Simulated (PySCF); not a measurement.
## How methods differ on the ionisation energy of Rh

Rh [Kr] 4d8 5s1 (4F) → Rh⁺ [Kr] 4d8 (3F), as a difference of total energies. Calculation: PySCF 2.14, in def2-TZVP with the def2 core potential (28 electrons) (6s4p3d1f, 40 functions); a scalar-relativistic core potential. Correlated levels: valence: 4s2 4p6 frozen. The calculations carry no spin-orbit coupling.

Order these methods by the ionisation energy they give, lowest first.
A. M06-2X
B. UHF
C. MP2 (valence)
D. LDA

B (6.309 eV), C (6.953 eV), A (7.272 eV), D (8.187 eV).

Errors of the correlated levels include the incompleteness of this basis and the frozen core.

For comparison: 7.479 eV (measured; NIST levels, between the centres of gravity of the two terms).
